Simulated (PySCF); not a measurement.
Dissociation curve of H₂ (cation, charge +1), doublet.

Computed with: UKS-PBE = unrestricted PBE/cc-pVDZ in PySCF; UKS-B3LYP = unrestricted B3LYP/cc-pVDZ run with PySCF 2.14.0; UCCSD(T) = CCSD(T) on UHF/cc-pVDZ (PySCF).

Energies relative to the lowest point of each curve near equilibrium, in kcal/mol; the last columns give the difference from UCCSD(T):

```csv
R / Å,UKS-PBE,UKS-B3LYP,UCCSD(T),UKS-PBE − UCCSD(T),UKS-B3LYP − UCCSD(T)
0.87,9.5,8.6,5.7,3.8,3.0
0.92,5.6,4.9,2.7,2.9,2.3
0.99,2.2,1.8,0.5,1.7,1.3
1.04,0.8,0.6,0.0,0.8,0.6
1.07,0.4,0.2,0.1,0.3,0.1
1.10,0.1,0.0,0.3,-0.2,-0.3
1.12,0.0,0.0,0.6,-0.6,-0.6
1.17,0.1,0.3,1.6,-1.5,-1.3
1.21,0.4,0.7,2.6,-2.2,-1.9
1.27,1.2,1.7,4.5,-3.3,-2.8
1.37,3.2,4.0,8.3,-5.1,-4.3
1.49,6.1,7.3,13.5,-7.4,-6.2
1.63,9.7,11.3,19.7,-10.0,-8.3
1.81,14.0,16.3,27.3,-13.3,-11.0
1.98,17.4,20.2,33.7,-16.3,-13.5
2.22,20.8,24.4,41.1,-20.3,-16.8
2.42,22.6,26.7,46.1,-23.5,-19.3
2.66,23.7,28.6,50.8,-27.0,-22.2
2.94,24.1,29.6,54.9,-30.7,-25.2
3.27,23.7,29.9,58.2,-34.4,-28.3
3.83,22.1,29.1,61.2,-39.1,-32.1
4.40,—,27.7,62.5,—,-34.9
```

UKS-PBE is furthest from UCCSD(T) at 3.83 (-39.1 kcal/mol, below); its mean absolute difference over the points is 11.6 kcal/mol.

UKS-B3LYP is furthest from UCCSD(T) at 4.40 (-34.9 kcal/mol, below); its mean absolute difference over the points is 10.7 kcal/mol.

A dash means that the run gave no value there, or that the column was ended at a point which the program doubted or which failed a test of continuity chosen for this set; such a test can also cut sound points.

At the longest distance UKS-PBE, UKS-B3LYP leaves fractional charges on the fragments, a sign of delocalisation error or of the restricted form.
